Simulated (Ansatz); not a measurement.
System: CTe₂ (charge 0, singlet). 
Geometry from a B3LYP-D3(BJ)/def2-TZVP (Ansatz, a first-principles code) optimisation:
SMILES: C(=[Te])=[Te]
```xyz
3

C      0.0000     0.0000     0.0000
Te     0.0000     0.0000    -1.9033
Te     0.0000     0.0000     1.9033
```
Charge 0, spin multiplicity 1.

Wanted: vertical electron affinity (to the doublet state of charge -1; a negative value means that the extra electron is unbound and the number depends on the basis; each state is the SCF solution reached for its spin; for the singlet the Hartree-Fock reference is unstable and T1 is 0.028), in eV. Correlated levels leave the core frozen unless marked. Open shells are spin-unrestricted. No spin-orbit coupling. The frozen core is the preceding noble-gas configuration, with the filled d and f shells of earlier blocks. Past Kr the def2 sets carry scalar-relativistic core potentials. Anions need diffuse functions: def2-D sets add few. 

```csv
level,program,vertical electron affinity (eV)
SVWN5/def2-TZVPD,Ansatz,0.96
PBE/def2-TZVPD,Ansatz,0.87
r2SCAN/def2-TZVPD,Ansatz,1.02
B3LYP/def2-TZVPD,Ansatz,1.07
wB97M-V/def2-TZVPD,Ansatz,1.19
wB97X-V/def2-TZVPD,Ansatz,1.30
CCSD/def2-SVPD,Ansatz,0.91
CCSD/def2-TZVPPD,Ansatz,1.04
CCSD(T)/def2-TZVPPD,Ansatz,0.84
```
